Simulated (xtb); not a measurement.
C₂HCl₃, charge -1, doublet, geometry from GFN2-xTB (a state made from the parent by changing its charge; the spin is typed, not shown lowest), atoms displaced at random by about 0.02 Å a coordinate; GFN2-xTB (xtb 6.7.1).

The xtb input:
```
$ xtb mol.xyz --gfn 2 --chrg -1 --uhf 1 --opt --input xcontrol --json

# file mol.xyz
6

Cl     2.20101209     0.54171251     0.13743690
C      0.96196909    -0.60155845    -0.05815704
C     -0.25809678    -0.36259226     0.41645122
Cl    -1.15046851     1.49692896    -0.35911759
Cl    -1.42890021    -1.60938542     0.09650921
H      1.31817744    -1.53925084    -0.50797110

# file xcontrol
$opt
  engine=lbfgs
$end
```

What the program printed (banner, timings and long lists left out):

```
   ID    Z sym.   atoms
    1   17 Cl     1, 4, 5
    2    6 C      2, 3
    3    1 H      6

           -------------------------------------------------
          |                Calculation Setup                |
           -------------------------------------------------

           -------------------------------------------------
          |                 G F N 2 - x T B                 |
           -------------------------------------------------

          ...................................................
          :                      SETUP                      :
          :.................................................:
          :  # basis functions                  39          :
          :  # atomic orbitals                  36          :
          :  # shells                           14          :
          :  # electrons                        31          :
          :  max. iterations                   250          :
          :  Hamiltonian                  GFN2-xTB          :
          :  restarted?                      false          :
          :  GBSA solvation                  false          :
          :  PC potential                    false          :
          :  electronic temp.          300.0000000     K    :
          :  accuracy                    1.0000000          :
          :  -> integral cutoff          0.2500000E+02      :
          :  -> integral neglect         0.1000000E-07      :
          :  -> SCF convergence          0.1000000E-05 Eh   :
          :  -> wf. convergence          0.1000000E-03 e    :
          :  Broyden damping             0.4000000          :
          :  net charge                         -1          :
          :  unpaired electrons                  1          :
          ...................................................

 iter      E             dE          RMSdq      gap      omega  full diag
   1    -18.5931546 -0.185932E+02  0.643E+00    3.58       0.0  T
   2    -18.6639920 -0.708374E-01  0.309E+00    3.03       1.0  T
   3    -18.6675427 -0.355078E-02  0.187E+00    3.15       1.0  T
   4    -18.6654121  0.213068E-02  0.107E+00    3.10       1.0  T
   5    -18.6702197 -0.480759E-02  0.478E-01    3.09       1.0  T
   6    -18.6701640  0.556647E-04  0.398E-01    3.16       1.0  T
   7    -18.6706374 -0.473438E-03  0.196E-01    3.13       1.0  T
   8    -18.6707279 -0.904686E-04  0.586E-02    3.12       1.0  T
   9    -18.6707361 -0.817642E-05  0.383E-02    3.12       1.1  T
[...]
         :: total energy             -18.593468486752 Eh    ::
 * total energy  :   -18.5941298 Eh     change       -0.6613421E-03 Eh
 * total energy  :   -18.5944379 Eh     change       -0.3080836E-03 Eh
 * total energy  :   -18.5945288 Eh     change       -0.9086080E-04 Eh
 * total energy  :   -18.5945443 Eh     change       -0.1549498E-04 Eh
 * total energy  :   -18.5945485 Eh     change       -0.4254589E-05 Eh
   *** GEOMETRY OPTIMIZATION CONVERGED AFTER 5 CYCLES ***
         :: total energy             -18.594548522861 Eh    ::
[...]
      -------------------------------------------------------------
                  HL-Gap            0.1092969 Eh            2.9741 eV
             Fermi-level           -0.1345660 Eh           -3.6617 eV

     #   Z          covCN         q      C6AA      α(0)
     1  17 Cl       0.941    -0.253   107.180    15.838
     2   6 C        2.890     0.015    27.669     8.624
     3   6 C        2.611     0.000    28.020     8.657
     4  17 Cl       0.710    -0.512   115.823    16.461
     5  17 Cl       1.003    -0.249   107.069    15.830
     6   1 H        0.925    -0.001     3.081     2.745

 Mol. C6AA /au·bohr⁶  :       1915.129817
 Mol. C8AA /au·bohr⁸  :      70776.106502
 Mol. α(0) /au        :         68.155648

Wiberg/Mayer (AO) data.
largest (>0.10) Wiberg bond orders for each atom

 ---------------------------------------------------------------------------
     #   Z sym  total        # sym  WBO       # sym  WBO       # sym  WBO
 ---------------------------------------------------------------------------
     1  17 Cl   1.042 --     2 C    0.929
     2   6 C    3.803 --     3 C    1.783     6 H    0.954     1 Cl   0.929
     3   6 C    3.367 --     2 C    1.783     5 Cl   0.962     4 Cl   0.542
     4  17 Cl   0.686 --     3 C    0.542
     5  17 Cl   1.099 --     3 C    0.962
     6   1 H    0.999 --     2 C    0.954
 ---------------------------------------------------------------------------

Topologies differ in total number of bonds
Writing topology from bond orders to xtbtopo.mol

molecular dipole:
                 x           y           z       tot (Debye)
 q only:        0.746      -0.965       0.206
   full:        0.755      -0.926      -0.035       3.038
molecular quadrupole (traceless):
                xx          xy          yy          xz          yz          zz
 q only:       -5.168      -0.110      -2.210      -1.293       1.544       7.378
  q+dip:       -7.433      -3.156      -2.293      -1.892       2.479       9.726
   full:       -7.593      -2.155      -1.707      -1.242       2.128       9.300

optimized geometry written to: xtbopt.xyz

           -------------------------------------------------
          | TOTAL ENERGY              -18.594548522861 Eh   |
          | GRADIENT NORM               0.000767426145 Eh/α |
          | HOMO-LUMO GAP               2.974119010249 eV   |
           -------------------------------------------------

normal termination of xtb
```
